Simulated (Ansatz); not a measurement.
`C#[C][In]([CH3])[CH3]` + `O[SiH3]` → `[CH3][In]([CH3])[O][SiH3]` + `C#C`  (ligand exchange at the In–C bond)

Isolated molecules relaxed with PBE0-D4/def2-TZVP in Ansatz; ΔE leaves out vibrations. CCSD(T)/CBS adds triple-zeta CCSD(T) − MP2 to the extrapolated MP2 energy (def2 sets, frozen cores). This one scheme is used for every species. Functionals use def2-TZVPP. B3LYP here is the variant with VWN-RPA as its local correlation; programs differ in this. Elements past krypton have def2 core potentials. For In outer-core shells are correlated without core-valence functions, which leaves a few kJ/mol of doubt a bond. One conformer a species, not always the lowest.

`C#[C][In]([CH3])[CH3]`:

```xyz
12

C    -0.270    3.129    0.573
C    -0.168    1.942    0.355
In    0.012   -0.133   -0.026
C     1.885   -1.010    0.541
C    -1.707   -1.055   -0.919
H    -0.361    4.174    0.764
H     2.687   -0.555   -0.044
H     1.898   -2.088    0.382
H     2.081   -0.799    1.594
H    -1.985   -0.507   -1.821
H    -2.547   -0.999   -0.224
H    -1.526   -2.099   -1.173
```

`O[SiH3]`:

Cartesian coordinates in Å:
```
O -0.790 -0.991 0.195
Si 0.255 0.218 -0.209
H -1.191 -0.963 1.063
H -0.408 1.551 -0.176
H 0.711 -0.082 -1.585
H 1.423 0.266 0.712
```

`[CH3][In]([CH3])[O][SiH3]`:

Cartesian coordinates in Å:
```
C 2.380 -1.110 0.853
In 0.688 -0.367 -0.209
C -0.106 -0.145 -2.178
O -0.602 0.376 1.150
Si -2.033 1.125 1.190
H 2.583 -2.148 0.584
H 2.171 -1.041 1.920
H 3.265 -0.517 0.618
H -0.552 0.846 -2.269
H 0.658 -0.277 -2.943
H -0.891 -0.887 -2.329
H -1.964 2.376 2.001
H -3.089 0.255 1.788
H -2.508 1.512 -0.177
```

`C#C`:

Cartesian coordinates in Å:
```
C 0.305 -0.510 0.074
C -0.305 0.510 -0.074
H 0.847 -1.416 0.207
H -0.847 1.416 -0.207
```

```tsv
level	ΔE (kJ/mol)
ωB97M-V	-33.5
BLYP	-40.9
B3LYP	-37.6
CAM-B3LYP	-38.2
RPA@PBE/def2-TZVPP	-30.2
CCSD(T)/def2-SVP	-43.2
CCSD(T)/def2-TZVPP	-31.7
CCSD/CBS(def2)	-39.5
```

Task: What does CCSD(T)/CBS give? (Best estimate.)

Result: Ansatz gave: -39.7 kJ/mol. The listed levels differ from it by 6.2, -1.2, 2.1, 1.5, 9.5, -3.5, 8.0, 0.2 kJ/mol.

Largest T1 diagnostic among the species: 0.013.

From PBE to PBE0 (25 % exact exchange), in def2-TZVPP and without D4, ΔE moves by +4.3 kJ/mol. The D4 term adds −4.2 kJ/mol with B3LYP and −2.5 kJ/mol with PBE0; it sums over pairs of atoms, weighted by their polarisabilities, and B3LYP, whose exchange is more repulsive, gets the larger term. At CCSD(T), def2-SVP lies −3.5 kJ/mol from the extrapolated value and def2-TZVPP +8.0 kJ/mol.

CCSD(T)/CBS has its own doubt, a few kJ/mol and more with outer-core shells, so smaller differences from it don't rank the levels.
